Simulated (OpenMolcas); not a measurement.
# Levels of Mo by method

```
Program             : OpenMolcas 26.06
Basis               : ANO-RCC-VTZP [7s6p4d2f1g]
Scalar Hamiltonian  : DKH2, point nucleus
Active space        : 6 electrons in 11 orbitals (4d 5s 5d)
State averaging     : 2S+1 = 7 even, 1 root; 2S+1 = 5 even, 15 roots kept (CI in the orbitals of an earlier block)
Spin-orbit coupling : RASSI with atomic mean-field integrals over the reference wave functions, term energies averaged over their components
```

Methods on the same reference wave functions:
A. CASSCF
B. SS-CASPT2, IPEA 0.25 Eh, imaginary shift 0.1 Eh (closed shells correlated: 4s 4p)

Energies in cm-1 above 4d5 5s 7S3, the measured ground level; measured values from NIST Handbook of Basic Atomic Spectroscopic Data.

```
      Level      A      B  Measured
 4d5 5s 7S3    0.0    0.0       0.0
 4d5 5s 5S2  16529  10460     10768
4d4 5s2 5D0  17234  12470     10966
4d4 5s2 5D1  17342  12580          
4d4 5s2 5D2  17557  12800          
4d4 5s2 5D3  17879  13120          
4d4 5s2 5D4  18309  13550
```

Deviations, from unrounded energies. A percentage is the sum of absolute deviations over the sum of measured energies, with the sign that they share, or ± where signs differ.

| Against measurement | Levels | A | B |
| --- | --- | --- | --- |
| mean absolute deviation (cm-1) | 2 | 6000 | 910 |
| other terms of the ground configuration (%) | 1 | +53.5 | -2.9 |
| other configurations (%) | 1 | +57.2 | +13.7 |

B lies closest to measurement on these levels. The largest miss of B in the table is 4d4 5s2 5D0, by +1500 cm-1. The ranking rests on the paired levels alone, and a cruder setting can come out closer through cancelling errors.

The lowest spin-free term lies below A's lowest term by 0.377 hartree in B.

CASPT2 breaks the degeneracy within a term, and the mean is taken; among the terms shown or strongly mixed into the levels shown the widest spread is 11 cm-1 (4d4 5s2 5D, B). Terms from blocks run as CI alone lack orbitals of their own. Active for correlation alone: 5d; no level in the range computed is led by a configuration that fills it, so any true level of that kind is missing. Without dynamic correlation excited terms often stand tens of per cent too high (terms of higher spin than the ground term too low), and those without a measured partner can miss by more than the paired ones (holds for A). Computed and measured levels are paired by configuration, term and J; levels that our copy of the source lacks, or whose pairing is in doubt (as where it misses far off the trend of its configuration), stay unpaired and out of the deviations. Levels of configurations outside the active space are missing. Levels that lie high or do not pair safely by name in every column are left out.
